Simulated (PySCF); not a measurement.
FOS, SMILES O=[S]F (connectivity only; charge and spin as stated), charge -1, multiplicity 1. Atoms are numbered in the order given.

```xyz
3

O      0.5737    -1.2282     0.0000
S     -0.4928    -0.1485     0.0000
F      0.3660     1.3558     0.0000
```
Charge -1, spin multiplicity 1.

The structure is a stationary point at PBE0-D3(BJ)/def2-TZVPD. The multiplicity is an assumed one; other spin states were not compared. The isomer is the one that the SMILES or the coordinates give; other isomers of the formula were not compared.

These are PySCF with KT2/pcSseg-2 values and carry that method's errors.

GIAO shieldings, no solvent; atoms alike by connectivity are averaged. δ = σ(ref) − σ: ¹⁷O against H2O (σ = 324.0 ppm); ³³S against H2S (σ = 720.7 ppm); ¹⁹F against CFCl3 (σ = 125.1 ppm), references at their B3LYP-D3(BJ)/def2-TZVP geometries, non-relativistic.

| nucleus | atoms | count | δ (ppm) |
|---|---|---|---|
| ¹⁷O | O1 | 1 | 475.7 |
| ³³S | S2 | 1 | 1550.6 |
| ¹⁹F | F3 | 1 | -280.1 |
